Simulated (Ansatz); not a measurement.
Two isomers of C3H8Cl3NSn: A = `CC[N](C)[Sn]([Cl])([Cl])[Cl]`, B = `CC(C)[NH][Sn]([Cl])([Cl])[Cl]`.

Calculated with Ansatz (gas phase, PBE0-D4/def2-TZVP geometries, no zero-point term in ΔE). CCSD(T)/CBS adds triple-zeta CCSD(T) − MP2 to the extrapolated MP2 energy (def2 sets, frozen cores). DFT in def2-TZVPP. B3LYP here is the variant with VWN-RPA as its local correlation; programs differ in this. Elements past krypton have def2 core potentials. For Sn outer-core shells are correlated without core-valence functions, which leaves a few kJ/mol of doubt a bond. One conformer a species, not always the lowest.

Q: Which isomer does CCSD(T)/CBS put lower? Give the gap. (An estimate is asked.)

A: Computed: B, by 42.3 kJ/mol.

Q: Give E(B) − E(A) in kJ/mol with CCSD/def2-TZVPP, B3LYP-D4, B3LYP, CCSD(T)/def2-TZVPP, PBE0-D4, PBE-D4, MP2/def2-TZVPP. (Best estimate.)

A: Computed: CCSD/def2-TZVPP -43.7, B3LYP-D4 -38.3, B3LYP -41.7, CCSD(T)/def2-TZVPP -42.5, PBE0-D4 -40.4, PBE-D4 -37.8, MP2/def2-TZVPP -42.7. None reverses the order clearly.

Q: Does the order hold for the free energy at 298.15 K (harmonic terms from PBE0-D4)? (An estimate is asked.)

A: Ansatz gave: Yes: G(B) − G(A) = -43.0 kJ/mol, for one conformer each. Modes under 60 cm⁻¹, often nearly free rotors, make the harmonic entropy too high.

Largest T1 diagnostic: 0.011.

Leaving LDA and LC-ωPBE aside and taking each functional with its dispersion term where it has one, the values, not all of them listed here, spread over 7.3 kJ/mol, from PBE-QIDH to BLYP-D4. From BLYP to BHLYP (50 % exact exchange), in def2-TZVPP and without D4, E(B) − E(A) moves by −3.8 kJ/mol.
